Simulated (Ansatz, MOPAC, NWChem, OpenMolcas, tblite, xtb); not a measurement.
C8H6BF3Se (SMILES CC#CB1C=CC=C(C(F)(F)F)[Se]1): methods side by side

C8H6BF3Se: 19 atoms, total charge 0, spin state singlet. As SMILES, `CC#CB1C=CC=C(C(F)(F)F)[Se]1`. Geometry: a GFN2-xTB relaxation, a rough one for these elements and not checked as a minimum.

Each level gives the dipole moment (D). The values are calculated.

```json
{"level": "MNDO", "kind": "semi-empirical", "program": "MOPAC", "value (D)": "2.72", "CPU time": "under 2 s"}
{"level": "GFN2-xTB", "kind": "semi-empirical", "program": "tblite", "value (D)": "4.94", "CPU time": "under 2 s"}
{"level": "GFN1-xTB", "kind": "semi-empirical", "program": "tblite", "value (D)": "3.85", "CPU time": "under 2 s"}
{"level": "GFN0-xTB", "kind": "semi-empirical", "program": "xtb", "value (D)": "2.77", "CPU time": "under 2 s"}
{"level": "HF/STO-3G", "kind": "Hartree–Fock", "program": "Ansatz", "value (D)": "2.52", "CPU time": "7.9 s"}
{"level": "HF/3-21G", "kind": "Hartree–Fock", "program": "Ansatz", "value (D)": "4.43", "CPU time": "14 s"}
{"level": "HF/pcseg-0", "kind": "Hartree–Fock", "program": "OpenMolcas", "value (D)": "5.09", "CPU time": "26 s"}
{"level": "HF/pcseg-0 (RICD fitting)", "kind": "Hartree–Fock", "program": "OpenMolcas", "value (D)": "5.13", "CPU time": "16 s"}
{"level": "HF/def2-SVP", "kind": "Hartree–Fock", "program": "Ansatz", "value (D)": "4.09", "CPU time": "47 s"}
{"level": "PBE/6-31G", "kind": "GGA", "program": "NWChem", "value (D)": "3.58", "CPU time": "2.8 min"}
```

All-electron rows without a relativistic Hamiltonian named are non-relativistic. The values span 2.52 to 5.13 D. Sets without polarisation functions give poor dipoles. CPU times are rough (shared hosts, several kinds of processor): they show what a rung costs within a factor of a few.
